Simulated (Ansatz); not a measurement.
Stepwise reaction of `F[SiH](F)F` with ammonia, as a gas-phase model of exchange steps in deposition or etching. ΔE in kJ/mol; ΔG adds harmonic PBE0-D4 terms to CCSD(T)/CBS, at 1 bar.

Calculated with Ansatz (gas phase, PBE0-D4/def2-TZVP geometries, no zero-point term in ΔE). CBS: MP2 limit from def2 TZ/QZ plus the TZ coupled-cluster correction, frozen cores. This one scheme is used for every species. DFT in def2-TZVPP. B3LYP here is the variant with VWN-RPA as its local correlation; programs differ in this. One conformer a species, not always the lowest.

| step | reaction | PBE-D4 | B3LYP-D4 | ωB97M-V | CCSD(T)/CBS | ΔG(400 K) |
| --- | --- | --- | --- | --- | --- | --- |
| 2 | `N[SiH](F)F` + NH₃ → `N[SiH](N)F` + H–F | 80.0 | 85.7 | 85.2 | 82.7 | 84.9 |
| 3 | `N[SiH](N)F` + NH₃ → `N[SiH](N)N` + H–F | 94.0 | 100.5 | 99.6 | 96.1 | 95.7 |

**Question.** Give the row of step 1, `F[SiH](F)F` + NH₃ → `N[SiH](F)F` + H–F. (Estimate.)

**Answer.** The calculation gave: 
```tsv
step	reaction	PBE-D4	B3LYP-D4	ωB97M-V	CCSD(T)/CBS	ΔG(400 K)
1	`F[SiH](F)F` + NH₃ → `N[SiH](F)F` + H–F	78.0	82.8	82.2	81.9	73.7
```

**Question.** By hand: ΔE of the 3 steps together at CCSD(T)/CBS.

**Answer.** (81.9) + (82.7) + (96.1) = 260.7 kJ/mol, or 86.9 kJ/mol a step.

In ΔE step 1 is the lowest and step 3 the highest. All are uphill at CCSD(T)/CBS. ΔG lies between 73.7 and 95.7 kJ/mol a step. PBE-D4 differs from CCSD(T)/CBS by -3.9 to -2.1 kJ/mol a step. Isolated molecules leave out the surface, adducts and barriers. Largest T1 diagnostic: 0.012.
